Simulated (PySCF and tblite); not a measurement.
C5H3N3O, numbered as in [CH:1]#[C:2][c:3]1[n:4][o:5][c:6]([N:7]=[CH2:8])[n:9]1. Conformers came from 90 starts (ETKDG, MMFF94s, GFN2-xTB); geometries are GFN2-xTB. Weights use B3LYP-D3(BJ)/def2-SVP (IEF-PCM, tetrahydrofuran) energies plus GFN2-xTB zero-point and thermal terms (modes under about 100 cm⁻¹ blended into free rotors). Symmetry numbers and mirror images are counted. Conformers within 2.5 kcal/mol (GFN2-xTB free energy) were kept, 4 at most. GIAO shieldings: WP04/pcSseg-1 (IEF-PCM, tetrahydrofuran). Shifts are against TMS (¹H), TMS (¹³C) at the same level. (PySCF 2.14, tblite 0.8.)

Torsions listed: O5–C6–N7–C8. Of a mirror pair one member is shown.

Two conformers hold nearly all the population. I: 46°; δ(C6) = 186.47 ppm. II: 141°; δ(C6) = 188.70 ppm. The average over the ensemble at 298.15 K is 188.13 ppm.

Problem. What populations and free-energy difference follow from a two-state model?

Solution. p(I) = (188.13 − 188.70)/(186.47 − 188.70) = 0.26, so K = p(II)/p(I) = 2.91 and G(II) − G(I) = −RT ln K = -0.63 kcal/mol. The weights computed directly are 25.9 % and 74.1 %.


Conformer gaps in def2-SVP on xTB geometries can be 2 kcal/mol too large for S=O, P=O and other polar bonds.